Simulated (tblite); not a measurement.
C3H9NSSi.
Geometry (GFN2-xTB, Å), atoms numbered from 1 in this order:
```
atom  x, y, z in Å
N1     3.2916    0.1071    0.1315
C2     2.0839   -0.0945    0.3870
C3     0.8768    0.3659   -0.3807
C4     0.0067   -0.8202   -0.7742
S5    -1.4963   -0.3031   -1.6824
Si6   -2.7711    0.3315   -0.0821
H7     3.4708    0.6542   -0.7108
H8     1.8714   -0.6784    1.2796
H9     0.3017    1.0421    0.2589
H10    1.1784    0.9134   -1.2776
H11    0.5430   -1.4775   -1.4580
H12   -0.3028   -1.3928    0.0999
H13   -2.8395   -0.7711    0.8715
H14   -4.0238    0.6209   -0.7499
H15   -2.1952    1.5105    0.5597
```

Computed values, GFN2-xTB/tblite, gas phase, harmonic and unscaled. Against measured fundamentals such values can be off by several per cent, at times by over 20. Modes of hydrogen on silicon can be 10 to 20 % off. One conformer, not necessarily the lowest.

Harmonic wavenumbers (cm⁻¹): 31.3, 49.7, 62.1, 109.4, 176.7, 219.7, 315.9, 469.5, 509.1, 538.7, 561.6, 691.3, 735.8, 749.8, 774.3, 789.5, 798.8, 960.5, 1021.3, 1060.3, 1084.8, 1092.5, 1196.3, 1226.4, 1244.9, 1304.4, 1344.8, 1450.8, 1461.8, 1752.1, 2278.6, 2299.2, 2396.5, 2951.5, 2972.9, 2981.7, 2998.0, 3001.8, 3307.6.

A = 5648, B = 906.3, C = 827.0 MHz; mass 119.022 u (most abundant isotopes); point group C1, symmetry number 1.

Q: Zero-point energy?

A: Half the sum of the wavenumbers: 24486 cm⁻¹ = 292.92 kJ/mol.

Q: Give the ideal-gas entropy at 500 K and 1 bar in the rigid-rotor, harmonic-oscillator model (classical rotation).

A: Translation 179.21, rotation 126.61, vibration 187.86: S = 493.7 J/(mol K).

Q: And Cp and H(500 K) − H(0)?

A: Cp = 196.03 J/(mol K), of which vibrations give 162.77 (their classical limit is 39 R = 324.3); H(500 K) − H(0) = 60.82 kJ/mol without the zero-point energy, 44.19 from vibrations.

Q: How do the functions run with temperature in this model?

A: 
| T (K) | S (J/(mol K)) | Cp (J/(mol K)) | H − H(0) (kJ/mol) | G − H(0) (kJ/mol) | ln q(vib) |
| --- | --- | --- | --- | --- | --- |
| 100 | 298.2 | 75.9 | 5.76 | -24.05 | 2.58 |
| 200 | 359.4 | 105.4 | 14.77 | -57.11 | 5.23 |
| 300 | 408.5 | 139.0 | 26.99 | -95.56 | 7.57 |
| 800 | 598.7 | 250.4 | 128.50 | -350.47 | 18.03 |
| 1000 | 657.3 | 274.2 | 181.08 | -476.19 | 21.72 |

q(vib) and H(0) count from the zero-point level.

Q: Which modes carry the vibrational entropy at 500 K?

A: 31.3 cm⁻¹: 28.33; 49.7 cm⁻¹: 24.49; 62.1 cm⁻¹: 22.64; 109.4 cm⁻¹: 17.96; 176.7 cm⁻¹: 14.03; 219.7 cm⁻¹: 12.26 J/(mol K); the other 33 give 68.14 together.

Q: Blend soft modes into free rotors: weight 1/[1 + (100 cm⁻¹/ν̃)⁴] for the oscillator and the rest for a rotor with moment μB/(μ + B), μ = h/(8π²ν), B = 10⁻⁴⁴ kg m². What vibrational entropy results?

A: 163.75 J/(mol K) in place of 187.86, which changes −T·S at 500 K by +12.05 kJ/mol.

Hindered rotation and anharmonicity are outside this model. Other conformers, if any are populated, would add a mixing term that is left out. The structure is chiral; the term R ln 2 for an equal mix with its mirror image is left out.
